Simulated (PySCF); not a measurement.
# Telling isomers of C8H12OSi apart by NMR

- GFN2-xTB geometry
- PBE0/pcSseg-1 with gauge-including orbitals
- program: PySCF 2.14
- relativity neglected, averaged over atoms made equivalent by symmetry, fast rotation or ring inversion, no solvent, a single conformation

Shifts are taken against calculated references (same method and geometry level): ¹H, ¹³C against TMS. Where no couplings were computed, multiplicities follow the n + 1 count of equivalent neighbours, and m marks all less simple cases (inequivalent or close neighbours, rings, F or P nearby). Shifts are as computed. Against solution values, carbons near 30 ppm lie about +3 ppm off and those near 130 ppm about +5 ppm. Of 1211 compounds with measured shifts, 218 miss one by over three times the rms of a fit or turn the order of signals round; such compounds aren't used in these exercises.

(1) Tabulate the signals of `CC#CC(=O)/C=C/[SiH](C)C`, `CC#C[C@@]1([SiH3])C[C@H]1C(C)=O`, `C[SiH2]c1ccc(C2CC2)o1`, `C=CCCC1=CC(=O)[SiH2]C1`, `C=C1C=CO[Si@H]1C1CCC1` and their relative energies.

(2) What is the quickest way to tell CC#C[C@@]1([SiH3])C[C@H]1C(C)=O from C=C1C=CO[Si@H]1C1CCC1?

(3) What is the quickest way to tell CC#CC(=O)/C=C/[SiH](C)C from CC#C[C@@]1([SiH3])C[C@H]1C(C)=O?

(4) What is the quickest way to tell C[SiH2]c1ccc(C2CC2)o1 from C=CCCC1=CC(=O)[SiH2]C1?

## Answers

(1) 
```tsv
SMILES	carbon types	δC	δH	E rel. (kcal/mol)
CC#CC(=O)/C=C/[SiH](C)C	3×C 2×CH 3×CH3	177.0, 155.3, 150.3, 98.5, 89.3, 5.3, -2.5	7.77 (m, 1H), 6.93 (d, 1H), 4.60 (m, 1H), 2.22 (s, 3H), 0.22 (d, 6H)	25.6
CC#C[C@@]1([SiH3])C[C@H]1C(C)=O	4×C 1×CH 1×CH2 2×CH3	206.2, 84.1, 84.0, 35.5, 32.7, 25.1, 10.8, 4.9	4.00 (s, 3H), 2.31 (s, 3H), 1.96 (s, 3H), 1.88 (m, 1H), 1.61 (m, 1H), 0.93 (m, 1H)	42.2
C[SiH2]c1ccc(C2CC2)o1	2×C 3×CH 2×CH2 1×CH3	168.8, 153.0, 129.6, 113.0, 13.9, 10.4, -8.9	6.86 (m, 1H), 6.51 (m, 1H), 4.69 (q, 2H), 1.92 (m, 1H), 0.99 (m, 2H), 0.88 (m, 2H), 0.34 (t, 3H)	5.2
C=CCCC1=CC(=O)[SiH2]C1	2×C 2×CH 4×CH2	234.7, 185.3, 149.8, 146.1, 122.5, 41.8, 36.9, 14.7	6.29 (s, 1H), 5.84 (m, 1H), 5.32 (m, 1H), 5.24 (m, 1H), 4.06 (m, 2H), 2.62 (m, 2H), 2.47 (m, 2H), 1.65 (m, 2H)	12.5
C=C1C=CO[Si@H]1C1CCC1	1×C 3×CH 4×CH2	161.7, 152.1, 124.6, 121.2, 22.1, 22.1, 21.8, 21.6	6.87 (d, 1H), 6.05 (br s, 1H), 6.04 (d, 1H), 5.39 (br s, 1H), 5.25 (m, 1H), 2.41 (m, 1H), 2.31 (m, 1H), 2.19 (m, 1H), 2.11 (m, 1H), 2.08 (m, 1H), 2.03 (m, 1H), 1.97 (m, 1H)	0.0
```

Energies are electronic energies at PBE0/pcSseg-1 on these geometries, without zero-point or thermal terms, each for the one conformer computed, which needn't be the lowest.

(2) Both give the same number of carbon signals, but DEPT or the intensities differ. The first has an alkyne carbon (C) at 84.1 ppm, the second an alkene carbon bearing oxygen (CH) at 161.7 ppm. Their most deshielded carbons lie at 206.2 and 161.7 ppm. In the proton spectra the most deshielded non-exchanging signals are 4.00 (s, 3H) and 6.87 (d, 1H).

(3) Count the carbon signals: 7 against 8. The first has a β carbon of a C=C–C=O unit (CH) at 155.3 ppm, the second a three-membered-ring carbon (CH) at 32.7 ppm. Their most deshielded carbons lie at 177.0 and 206.2 ppm. In the proton spectra the most deshielded non-exchanging signals are 7.77 (m, 1H) and 4.00 (s, 3H).

(4) Count the carbon signals: 7 against 8. The first has a three-membered-ring carbon (CH) at 13.9 ppm, the second a carbonyl carbon (C) at 234.7 ppm. Their most deshielded carbons lie at 168.8 and 234.7 ppm. In the proton spectra the most deshielded non-exchanging signals are 6.86 (m, 1H) and 6.29 (s, 1H).
